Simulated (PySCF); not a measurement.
## Electron correlation in Rh⁺ (rhodium, charge +1)

[Kr] 4d8, high-spin 3F determinant. Calculation: PySCF 2.14, in def2-TZVPPD with the def2 core potential (28 electrons) (6s4p3d2f1g, 56 functions); scalar relativity through the core potential. Frozen: nothing; 16 electrons correlated.

| level | correlation energy (mhartree) |
| --- | --- |
| CCSD | -486.68 |
| (T) | -12.50 |
| CCSD(T) | -499.18 |

Diagnostics: T1 = 0.0060, D1 = 0.0118, largest double amplitude 0.020.

Problem. Is a single reference adequate?

Solution. Yes, within this model without spin-orbit coupling: T1 lies below 0.03 and no double amplitude reaches 0.07.

The basis has no tight functions for the innermost shells, so their pair energies are far from complete.

This basis was not built for core-valence correlation, so the inner-shell part is incomplete.
